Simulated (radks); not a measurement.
Values are calculated unless marked as measured or tabulated.
Ionisation of the potassium ion K3+, [Ne] 3s2 3p4, to K4+, [Ne] 3s2 3p3, under several functionals. Non-relativistic Kohn-Sham, spin-polarised, spherical densities, point nucleus; open shells are filled with parallel spins first; a radial shooting solver on a logarithmic mesh with Libxc functionals. Known Delta-SCF values: exchange-only r2SCAN 58.745 eV; Tao-Mo meta-GGA 60.467 eV; r2SCAN 60.251 eV. What does BP86 give, and what is its highest occupied eigenvalue?

Answer. 60.869 eV by Delta-SCF; the 3p eigenvalue is -53.296 eV. NIST: 60.92 eV (semi-empirical).
